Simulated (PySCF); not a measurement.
Computed IR spectrum (relative IR intensity) of a molecule C4H4F2. Geometry optimised at B3LYP-D3(BJ)/def2-SVP. The values are those of a single conformer. Method: B3LYP-D3(BJ)/def2-SVP (PySCF). Harmonic, unscaled wavenumbers; measured fundamentals usually lie a few per cent lower.

Lines under 2 % of the strongest are left out, and lines within 2 cm⁻¹ are merged.

ν (cm⁻¹): 342 (w), 462 (w), 805 (w), 859 (m), 879 (w), 960 (w), 1073 (m), 1281 (s), 1325 (m), 1387 (w), 1449 (s), 1757 (vs), 3192 (vw), 3212 (vw) (against the strongest line: vs over 80 %, s over 45 %, m over 15 %, w over 4 %, vw less)

Task: Which molecule gave these data?
A. C=C(F)/C=C\F
B. FC1=CC[C@H]1F
C. FC1(F)C=CC1
D. C=C(F)C(=C)F

Result: A, C=C(F)/C=C\F
